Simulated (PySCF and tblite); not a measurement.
Values are calculated unless marked as measured or tabulated.
C8H16, numbered as in [CH3:1][C@H:2]1[CH2:3][CH2:4][C@H:5]([CH3:6])[CH2:7][CH2:8]1.

First level. The ensemble was built from 90 distance-geometry starts (ETKDG and KDG, MMFF94s, GFN2-xTB) and rests on PBE0-D3(BJ)/def2-SVP geometries. Weights use CAM-B3LYP-D3(BJ)/def2-SVPD (IEF-PCM, chloroform) energies plus GFN2-xTB zero-point and thermal terms (modes under about 100 cm⁻¹ blended into free rotors). Symmetry numbers and mirror images are counted. Conformers within 3 kcal/mol (GFN2-xTB free energy) were kept, 6 at most. GIAO shieldings: wB97X-D/pcSseg-1 (IEF-PCM, chloroform). Shifts are against TMS (¹H), TMS (¹³C) at the same level; of two unlike H on one atom, a is the less shielded. Programs: PySCF with density fitting and tblite.

It gives, at 298.15 K, with 1 conformer (largest weight 100 %): ¹H: 1.46 (H3a/H4a/H7a/H8a, 4H), 0.92 (H2/H5, 2H), 0.91 (H1/H6, 6H), 0.76 (H3b/H4b/H7b/H8b, 4H) ppm. ¹³C: 36.9 (C3/C4/C7/C8), 33.8 (C2/C5), 24.6 (C1/C6) ppm.

Second level: PBE0-D3(BJ)/def2-SVP geometries, energies TPSS-D3(BJ)/def2-SVP, shieldings WP04/pcSseg-1, on up to 4 of the same conformers.

Problem. How do the averaged shifts change?

Solution. 
| signal | first | second | change (ppm) |
| --- | --- | --- | --- |
| H1/H6 | 0.91 | 0.88 | -0.03 |
| H2/H5 | 0.92 | 0.98 | 0.06 |
| H3a/H4a/H7a/H8a | 1.46 | 1.39 | -0.08 |
| H3b/H4b/H7b/H8b | 0.76 | 0.81 | 0.05 |
| C1/C6 | 24.6 | 24.8 | 0.2 |
| C2/C5 | 33.8 | 36.2 | 2.4 |
| C3/C4/C7/C8 | 36.9 | 37.3 | 0.4 |

Shifts are unscaled: against experiment ¹³C can be off by 15 ppm or more and ¹H by 0.8 ppm.
